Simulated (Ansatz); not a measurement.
Reaction (substitution at a C–O bond): `C[O][Sn][Br]` + `OC[SiH2]O` → `COC[SiH2]O` + `[OH][Sn][Br]`

Computed with Ansatz on PBE0-D4/def2-TZVP structures; ΔE is electronic, products minus reactants. CCSD(T)/CBS is the MP2 limit (def2-TZVPP, def2-QZVPP) plus CCSD(T) − MP2 in def2-TZVPP, frozen cores. DFT in def2-TZVPP. Elements past krypton have def2 core potentials. For Br, Sn outer-core shells are correlated without core-valence functions, which leaves a few kJ/mol of doubt a bond. Scalar relativity is left out up to krypton. Each species was taken in one conformer, which may not be the lowest.

`C[O][Sn][Br]`:

```xyz
7

C     0.438   -0.594    0.532
O     0.093    0.750    0.754
Sn   -0.842    2.076   -0.341
Br   -1.307    0.654   -2.401
H    -0.020   -1.222    1.303
H     0.112   -0.954   -0.450
H     1.525   -0.709    0.602
```

`OC[SiH2]O`:

Z-matrix (Å, degrees):
```
C
Si 1 1.881
O 1 1.422 2 110.3
H 1 1.101 2 111.0 3 -123.9
H 1 1.094 2 110.6 3 118.3
O 2 1.658 1 107.3 3 47.6
H 2 1.492 1 111.0 3 168.9
H 2 1.482 1 110.8 3 -67.8
H 3 0.962 1 108.0 2 -44.8
H 6 0.957 2 117.7 1 92.1
```

`COC[SiH2]O`:

Cartesian coordinates in Å:
```
C 0.974 0.313 1.461
O -0.132 0.920 0.846
C -0.056 0.892 -0.574
Si -0.576 -0.810 -1.235
O -1.816 -1.313 -0.275
H 1.075 -0.745 1.184
H 1.908 0.827 1.193
H 0.827 0.383 2.538
H -0.772 1.639 -0.932
H 0.937 1.210 -0.921
H 0.544 -1.792 -1.198
H -1.044 -0.698 -2.641
H -1.869 -0.827 0.554
```

`[OH][Sn][Br]`:

```xyz
4

O    -0.856   -0.553    0.075
Sn    0.228    1.083   -0.139
Br    2.435   -0.118    0.000
H    -1.807   -0.412    0.064
```

```tsv
level	ΔE (kJ/mol)
PBE-D4	-1.3
B2PLYP	-1.8
MP2/def2-TZVPP	-4.2
SCS-MP2/def2-QZVPP	-3.3
```

(1) What does CCSD(T)/CBS give? (An estimate is asked.)

(2) What do rigid-rotor, harmonic-oscillator terms from PBE0-D4/def2-TZVP frequencies (298.15 K, 1 bar) make of the CCSD(T)/CBS value? (An estimate is asked.)

Largest T1 diagnostic among the species: 0.015.

## Answers

(1) The calculation gave: -3.1 kJ/mol. The listed levels differ from it by 1.8, 1.3, -1.1, -0.2 kJ/mol.

(2) Ansatz gave: ΔZPE = -0.1 kJ/mol, ΔH = -4.7 kJ/mol, ΔS = -10 J/(mol·K), ΔG = -1.8 kJ/mol. Modes under 50 cm⁻¹ make the entropy rough.

Leaving LDA and LC-ωPBE aside and taking each functional with its dispersion term where it has one, the values, not all of them listed here, spread over 4.7 kJ/mol, from r2SCAN0-D4 to BLYP-D4. At CCSD(T), def2-SVP lies +4.5 kJ/mol from the extrapolated value and def2-TZVPP −1.4 kJ/mol.
